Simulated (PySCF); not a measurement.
BrH4NSn. Atoms are numbered in the order given.

```xyz
7

Sn    -0.3355    -0.7933     0.0000
N      1.4349    -1.7833     0.0000
Br     0.1648     1.6849     0.0000
H     -1.1878    -1.0972    -1.4560
H     -1.1878    -1.0972     1.4560
H      1.6683    -2.3140     0.8354
H      1.6683    -2.3140    -0.8354
```

The structure is a stationary point at B3LYP-D3(BJ)/def2-SVP. The structure was generated by enumeration; whether it is a known compound was not checked. The def2 effective core potentials stand for the cores of Sn; spin–orbit coupling is left out. Other conformers were not sampled.

All values below come from B3LYP-D3(BJ)/def2-SVP (PySCF).

Frequencies are harmonic and unscaled.

Computed normal modes with their intensities:
```tsv
mode	ν (cm⁻¹)	IR (km/mol)	Raman (Å⁴/amu)	depolarisation	moving atoms (share of kinetic energy)
1	59	23.5	1.0	0.75	H 98 %
2	134	4.4	4.0	0.75	N 67 %, Br 15 %, Sn 12 %
3	226	44.2	0.8	0.73	H 46 %, Br 27 %, Sn 21 %
4	268	104.6	11.7	0.10	H 36 %, Br 31 %, Sn 20 %, N 13 %
5	372	19.2	7.6	0.75	H 93 %
6	531	0.8	24.3	0.75	H 99 %
7	617	135.1	12.3	0.10	N 56 %, H 31 %, Sn 13 %
8	644	124.8	28.7	0.75	H 89 %, N 10 %
9	669	104.7	25.7	0.72	H 96 %
10	826	37.4	3.4	0.75	H 87 %, N 12 %
11	1517	5.0	4.2	0.75	H 91 %, N 9 %
12	1906	101.5	308.6	0.09	H 100 %
13	1927	168.2	118.5	0.75	H 99 %
14	3546	19.0	182.8	0.12	H 96 %
15	3653	23.9	96.7	0.75	H 91 %, N 9 %
```
